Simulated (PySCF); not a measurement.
ClH5N2Si, SMILES N[SiH](N)Cl. Atoms are numbered in the order given.

```xyz
9

Si    -0.2309    -0.0890     0.5046
N     -1.4052    -1.0046    -0.3400
N      0.8980    -1.1853     1.1721
Cl     0.4960     1.2307    -0.9435
H     -0.6555     0.7887     1.6298
H     -1.9331    -0.5945    -1.1003
H     -1.9036    -1.7568     0.1205
H      1.3241    -1.8944     0.5853
H      1.5191    -0.8893     1.9162
```
Charge 0, spin multiplicity 1.

Geometry optimised at PBE0-D3(BJ)/def2-SVP. One conformer was computed; it need not be the lowest.

The numbers are results of TDDFT-M06-2X/def2-SVPD (PySCF), not measurements.

Vertical excitations. Gas-phase values at a fixed geometry.

```csv
state,energy (eV),λ (nm),f,main pairs
S1,7.05,176,0.030,"HOMO→LUMO 66 %, HOMO→LUMO+1 19 %"
S2,7.21,172,0.046,"HOMO−1→LUMO 60 %, HOMO−1→LUMO+1 23 %"
S3,7.95,156,0.028,"HOMO→LUMO+2 35 %, HOMO→LUMO+1 29 %, HOMO→LUMO+6 15 %"
S4,8.14,152,0.002,"HOMO−1→LUMO+1 59 %, HOMO−1→LUMO 21 %"
S5,8.26,150,0.030,"HOMO→LUMO+2 27 %, HOMO→LUMO+1 27 %, HOMO→LUMO 14 %, HOMO→LUMO+8 7 %"
S6,8.41,147,0.077,"HOMO−1→LUMO+2 46 %, HOMO−2→LUMO+2 12 %, HOMO−2→LUMO 10 %"
S7,8.49,146,0.034,"HOMO→LUMO+4 37 %, HOMO−2→LUMO+2 15 %, HOMO−2→LUMO 7 %, HOMO→LUMO+8 6 %"
S8,8.50,146,0.017,"HOMO−1→LUMO+3 50 %, HOMO−1→LUMO+9 9 %, HOMO−2→LUMO 9 %"
S9,8.56,145,0.067,"HOMO→LUMO+4 22 %, HOMO−2→LUMO 21 %, HOMO−1→LUMO+2 14 %, HOMO−2→LUMO+2 6 %"
S10,8.70,143,0.056,"HOMO−2→LUMO+2 30 %, HOMO→LUMO+3 19 %, HOMO−2→LUMO 19 %, HOMO→LUMO+5 7 %"
T1,6.79,183,0,"HOMO→LUMO 57 %, HOMO→LUMO+1 25 %"
T2,6.97,178,0,"HOMO−1→LUMO 52 %, HOMO−1→LUMO+1 26 %"
T3,7.66,162,0,"HOMO−1→LUMO+2 38 %, HOMO→LUMO+2 18 %, HOMO−1→LUMO+1 10 %"
T4,7.77,160,0,"HOMO→LUMO+1 40 %, HOMO→LUMO 14 %, HOMO→LUMO+6 7 %, HOMO→LUMO+2 6 %"
```
Triplets are in the Tamm–Dancoff approximation, which puts them higher than full response would, so one can lie above its singlet here.
